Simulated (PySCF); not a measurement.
# Low-lying terms of S⁴⁺ (sulfur, charge +4)

Ground state [Ne] 3s2, ¹S. Computed with PySCF 2.14 in aug-cc-pV(T+d)Z with one added diffuse shell each of s, p, d, f type (7s6p5d3f, 71 functions), with no relativity, point nucleus. Vertical excitation energies in eV without spin-orbit coupling; excited terms of each kind are numbered among those the solver found. Frozen: [He] 2s2.

| term | leading excitation | EOM-EE-CCSD |
| --- | --- | --- |
| 1 3P° | 3s → p | 10.326 |
| 1 1P° | 3s → p | 15.807 |
| 1 3D | 3s → d | 29.316 |
| 1 1D | 3s → d | 33.971 |
| 1 3S | 3s → s | 38.516 |
| 1 1S | 3s → s | 39.611 |
| 2 3P° | 3s → p | 43.216 |
| 2 1P° | 3s → p | 43.253 |
| 2 3D | 3s → d | 49.104 |
| 2 1D | 3s → d | 49.338 |
| 1 3F° | 3s → f | 50.873 |
| 1 1F° | 3s → f | 51.960 |

Doubly excited terms such as np² are absent. The solver can miss terms.
